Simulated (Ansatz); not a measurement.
CH3Al2Cl (`[Cl][Al]1[CH2][AlH]1`), relaxed with RKS PBE-D4/def2-SVP in Ansatz 0.2.0 from a rough embedded geometry. The force threshold is 0.03 eV/Å; the program also tests the step.

Total charge 0; spin multiplicity 1.

Start:

```xyz
7

Cl   -0.973    0.199    3.405
Al   -0.430    0.062    1.266
C     0.680    0.503   -0.290
Al   -0.507   -0.798   -1.148
H     0.611    1.528   -0.661
H     1.753    0.135   -0.237
H    -1.133   -1.629   -2.336
```

Q: By how much does the energy fall, and how many steps does the optimiser take? (Estimate.)

A: The calculation gave: 60.89 kJ/mol, in 12 steps.

Q: Which bonds change most? (An estimate is asked.)

A: Ansatz gave: Al2–Al4 from 2.563 to 2.453 Å; Cl1–Al2 from 2.211 to 2.128 Å; Al4–H7 from 1.579 to 1.608 Å; Al2–C3 from 1.961 to 1.986 Å.

Q: Give the relaxed structure. (Best estimate.)

A: Ansatz gave: 
```xyz
7

Cl   -0.689    0.419    3.270
Al   -0.433   -0.223    1.257
C     0.465    0.583   -0.321
Al   -0.437   -1.008   -1.067
H     0.745    1.573   -0.734
H     1.404    0.086    0.086
H    -1.054   -1.430   -2.490
```
